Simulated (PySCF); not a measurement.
## Kr²⁴⁺: ionisation energy

Kr²⁴⁺ [Ne] 3s2 (1S) → Kr²⁵⁺ [Ne] 3s1 (2S), as a difference of total energies. Computed with PySCF 2.14 in an even-tempered Gaussian basis (16 s from 2.9 bohr⁻², ratio 2.5; 10 p from 3.8 bohr⁻², ratio 2.5; 5 d from 14 bohr⁻², ratio 2.7; 4 f from 22 bohr⁻², ratio 2.7), with no relativity, point nucleus. Correlated levels: outer shells: 1s2 frozen; virtual orbitals above 40 to 60 times the deepest correlated orbital energy dropped. The calculations carry no spin-orbit coupling.

| method | ionisation energy (eV) |
| --- | --- |
| UHF | 1131.9 |
| MP2 (outer shells) | 1134.9 |
| SCS-MP2 (outer shells) | 1135.3 |
| CCSD (outer shells) | 1135.8 |
| CCSD(T) (outer shells) | 1135.9 |

Q: How much does correlation contribute at CCSD(T) (outer shells)?

A: 1135.9 − (1131.9) = 4.0 eV, measured against UHF.

The gap to the reference is mostly relativistic.

For comparison: 1155 ± 1.6 eV (semi-empirical (NIST evaluation); NIST Atomic Spectra Database, ionization energies).
